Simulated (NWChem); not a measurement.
InN2H4Cl; SMILES [NH2][In]([NH2])[Cl]

```xyz
8

In    -0.0282     0.2861     0.0000
Cl     0.0265    -2.0727     0.0000
N      0.1315     1.1416     1.8264
H     -0.1764     0.5524     2.5961
H     -0.2797     2.0649     1.9362
N      0.1315     1.1416    -1.8264
H     -0.2797     2.0649    -1.9362
H     -0.1764     0.5524    -2.5961
```
Atoms are numbered in this order, from 1.

All runs: NWChem. All runs use the structure optimised with PBE0/def2-SVP. def2 effective core potentials on In; no spin-orbit coupling.

For level Hartree-Fock/STO-3G (all-electron, non-relativistic):

```
Property                     Result
---------------------------  ------
highest occupied level (eV)   -7.79
orbital gap (eV)              13.80
dipole (D)                     4.33
```

Q: How do the values read with level Hartree-Fock/def2-SVP (core potentials) instead?

A: 
* **highest occupied level (eV)**: -10.59
* **orbital gap (eV)**: 12.36
* **dipole (D)**: 4.00
